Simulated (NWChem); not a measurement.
System: C2H5O2 cation; SMILES C[OH+]C=O

```xyz
9

C      0.1507     1.7751     0.1547
O     -0.3507     0.3903     0.1541
C      0.3955    -0.8579    -0.2077
O     -0.1719    -1.8628    -0.1419
H      1.1945     1.7200    -0.1756
H     -0.4569     2.3479    -0.5552
H      0.0816     2.1529     1.1811
H     -1.2809     0.2325     0.4233
H      1.4208    -0.5595    -0.4895
```
Atoms are numbered in this order, from 1.

Computed with NWChem. Structure relaxed at the PBE0/def2-SVP level. Level: PBE0/def2-SVP with COSMO at NWChem's default radii, gas-phase geometry; rows give the dielectric constant. Reactions with the solvent are ignored.

```json
[
 {"dielectric constant": "2.0", "electrostatic solvation energy (kcal/mol)": "-35.4"},
 {"dielectric constant": "7.6", "electrostatic solvation energy (kcal/mol)": "-61.9"},
 {"dielectric constant": "11.7", "electrostatic solvation energy (kcal/mol)": "-65.3"},
 {"dielectric constant": "20.7", "electrostatic solvation energy (kcal/mol)": "-68.0"},
 {"dielectric constant": "37.5", "electrostatic solvation energy (kcal/mol)": "-69.6"}
]
```
